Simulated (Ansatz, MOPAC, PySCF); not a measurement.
System: SnCl$_{2}$ (charge 0, singlet). SMILES: [Cl][Sn][Cl]
Geometry from a B3LYP-D3(BJ)/def2-TZVP (Ansatz, a quantum-chemistry and plane-wave program) optimisation:
```
Sn
Cl 1 2.3879
Cl 1 2.3879 2 98.82
```

Property: vertical electron affinity to the doublet, in eV. Terms: spin-orbit terms left out; STO-3G and 3-21G all-electron and non-relativistic; def2 sets with scalar-relativistic core potentials past Kr; six Cartesian d functions in 6-31G* and its kin unless marked 5d; UHF or UKS for open shells; no dispersion term unless named; each state is the SCF solution reached for its charge and spin; LANL2DZ with its own core potentials from Na on; valence correlation only (noble-gas shells and the d and f shells of earlier blocks). Ab initio and DFT rows: single points at B3LYP-D3(BJ) geometries (Ansatz). Semi-empirical rows: differences of heats of formation at the shared geometry for vertical values.

```json
[
 {"level": "AM1", "program": "MOPAC", "vertical electron affinity to the doublet (eV)": "0.79"},
 {"level": "PM3", "program": "MOPAC", "vertical electron affinity to the doublet (eV)": "2.70"},
 {"level": "PM6", "program": "MOPAC", "vertical electron affinity to the doublet (eV)": "2.05"},
 {"level": "HF/6-31G* with LANL2DZ past Ar", "program": "Ansatz", "vertical electron affinity to the doublet (eV)": "1.26"},
 {"level": "PBE/6-31G* with LANL2DZ past Ar", "program": "Ansatz", "vertical electron affinity to the doublet (eV)": "1.33"},
 {"level": "B3LYP/STO-3G", "program": "Ansatz", "vertical electron affinity to the doublet (eV)": "-2.00"},
 {"level": "B3LYP/3-21G", "program": "Ansatz", "vertical electron affinity to the doublet (eV)": "1.42"},
 {"level": "B3LYP/6-31G* with LANL2DZ past Ar", "program": "Ansatz", "vertical electron affinity to the doublet (eV)": "1.41"},
 {"level": "MP2/6-31G* with LANL2DZ past Ar", "program": "Ansatz", "vertical electron affinity to the doublet (eV)": "1.01"},
 {"level": "M06-2X/def2-TZVPD", "program": "PySCF", "vertical electron affinity to the doublet (eV)": "1.51"},
 {"level": "wB97M-V/def2-TZVPD", "program": "Ansatz", "vertical electron affinity to the doublet (eV)": "1.46"}
]
```

No value to compare with is used here. The 9 habitual levels span -2.00 (B3LYP/STO-3G) to 2.70 eV (PM3); wB97M-V/def2-TZVPD gives 1.46.

The levels are drawn from those run, B3LYP/6-31G* more often than the rest, none by its result; runs whose electronic state is in doubt are left out.
